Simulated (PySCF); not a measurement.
BFH3OSi, CH5OSi2 (calculated)

Calculation on a computer-drawn molecule: optimised geometry and harmonic frequencies of an isolated molecule of the commonest isotopes, restricted reference for singlets and unrestricted otherwise, frozen core in MP2. Program: PySCF 2.14.0.

Common to all runs: charge 0; multiplicity 2; basis cc-pV(D+d)Z.

```json
{"entry": 1, "formula": "BFH3OSi", "start_structure": {"atoms_angstrom": [["O", -1.7126, 2.188, -0.1655], ["Si", -1.3566, 1.116, -1.3731], ["B", 0.1033, -0.2228, -1.0449], ["F", 0.452, -0.538, 0.2067], ["H", -1.7256, 1.8713, 0.7259], ["H", -1.2646, 1.8971, -2.6216], ["H", 0.6038, -0.8581, -1.9319]]}, "given": {"method": "MP2", "drawn_bonds_atom": [1, 2, 3, 1, 2, 3], "drawn_bonds_other_atom": [2, 3, 4, 5, 6, 7], "drawn_bonds_order": [1, 1, 1, 1, 1, 1]}, "results": {"optimised_atom_element": ["O", "Si", "B", "F", "H", "H", "H"], "optimised_atom_x [angstrom]": [-1.864, -1.063, 0.1193, 0.4178, -1.701, -1.414, 0.6042], "optimised_atom_y [angstrom]": [2.196, 1.264, -0.2432, -0.7027, 1.931, 1.796, -0.7886], "optimised_atom_z [angstrom]": [-0.1954, -1.32, -1.015, 0.2296, 0.7214, -2.647, -1.978], "modes_frequency [cm^-1]": [112.6, 156.6, 245.8, 405.9, 409.2, 624.7, 722.7, 788.9, 926.1, 927.2, 1067, 1266, 2348, 2660, 3868], "modes_reduced_mass [dalton]": [6.763, 3.04, 1.26, 7.566, 1.087, 3.122, 1.414, 1.371, 1.958, 1.73, 1.481, 4.62, 1.043, 1.092, 1.066], "rotational_constants [GHz]": [14.05, 3.155, 2.577], "total_energy [hartree]": -490.2517, "spin_squared": 0.7622, "convergence_status_largest_gradient_component [hartree/bohr]": 2.612e-05}}
{"entry": 2, "formula": "CH5OSi2", "start_structure": {"atoms_angstrom": [["O", -0.6257, 2.4326, -0.678], ["Si", -0.2592, 1.6328, 0.6883], ["C", -1.4901, 0.563, 1.4769], ["Si", -2.8318, -0.2497, 0.6548], ["H", -1.3717, 2.1684, -1.2583], ["H", 0.8751, 2.3779, 1.2225], ["H", -1.2037, 0.09, 2.4508], ["H", -3.4808, 0.3966, -0.4732], ["H", -3.7917, -1.0195, 1.4318]]}, "given": {"method": "HF", "drawn_bonds_atom": [1, 2, 3, 1, 2, 3, 4, 4], "drawn_bonds_other_atom": [2, 3, 4, 5, 6, 7, 8, 9], "drawn_bonds_order": [1, 1, 2, 1, 1, 1, 1, 1]}, "results": {"optimised_atom_element": ["O", "Si", "C", "Si", "H", "H", "H", "H", "H"], "optimised_atom_x [angstrom]": [-0.7142, -0.4423, -1.359, -2.779, -1.472, 0.7586, -1.01, -3.214, -3.948], "optimised_atom_y [angstrom]": [2.436, 1.692, 0.4304, -0.4313, 2.196, 2.293, 0.07241, 0.2993, -0.5953], "optimised_atom_z [angstrom]": [-0.6866, 0.7343, 1.405, 0.6336, -1.202, 1.313, 2.372, -0.5929, 1.538], "modes_frequency [cm^-1]": [122.9, 189.6, 212.7, 364.3, 393.0, 529.9, 626.6, 690.7, 754.9, 774.8, 855.9, 914.8, 954.6, 999.7, 1059, 1226, 2234, 2268, 2419, 3294, 4150], "modes_reduced_mass [dalton]": [3.912, 1.231, 2.472, 3.72, 1.41, 1.13, 1.844, 1.315, 1.356, 1.213, 1.961, 1.603, 1.247, 1.058, 1.994, 3.192, 1.037, 1.045, 1.043, 1.085, 1.067], "rotational_constants [GHz]": [10.67, 2.376, 1.958], "total_energy [hartree]": -693.4798, "spin_squared": 0.7902, "convergence_status_largest_gradient_component [hartree/bohr]": 3.58e-05}}
```
